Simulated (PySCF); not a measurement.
SMILES Cl[SiH2]CC[SiH2]Cl (C₂H₈Cl₂Si₂), singlet, CAM-B3LYP/def2-SVP optimised geometry.

```
14

Si     0.55     0.07     0.00
Cl    -0.09    -0.83     1.76
C     -0.13    -0.89    -1.46
C     -1.66    -0.99    -1.49
Si    -2.34    -1.95    -2.95
Cl    -1.69    -1.05    -4.71
H      2.04     0.07     0.00
H      0.04     1.47     0.00
H      0.33    -1.90    -1.43
H      0.25    -0.41    -2.38
H     -2.11     0.02    -1.52
H     -2.04    -1.47    -0.57
H     -3.82    -1.95    -2.95
H     -1.83    -3.35    -2.95
```

Density from CAM-B3LYP/def2-TZVP (PySCF) at that geometry.

Minimum of the electron density along straight lines between bonded atoms, close to the bond critical point (lines longer than 1.1 times the sum of covalent radii, or with two minima, are not listed):

| bond | length / Å | ρ at the minimum / e bohr⁻³ | ∇²ρ there / e bohr⁻⁵ | position (fraction from the first atom) |
|---|---|---|---|---|
| Si1–Cl2 | 2.079 | 0.095 | 0.20 | 0.36 |
| Si1–C3 | 1.874 | 0.127 | 0.15 | 0.39 |
| C3–C4 | 1.536 | 0.235 | -0.55 | 0.50 |
| C4–Si5 | 1.874 | 0.127 | 0.15 | 0.61 |
| Si5–Cl6 | 2.079 | 0.095 | 0.20 | 0.36 |
| Si1–H7 | 1.485 | 0.125 | 0.13 | 0.49 |
| Si1–H8 | 1.486 | 0.124 | 0.13 | 0.49 |
| C3–H9 | 1.104 | 0.269 | -0.89 | 0.64 |
| C3–H10 | 1.104 | 0.268 | -0.89 | 0.64 |
| C4–H11 | 1.104 | 0.269 | -0.89 | 0.64 |
| C4–H12 | 1.104 | 0.268 | -0.89 | 0.64 |
| Si5–H13 | 1.485 | 0.125 | 0.13 | 0.49 |
| Si5–H14 | 1.486 | 0.124 | 0.13 | 0.49 |
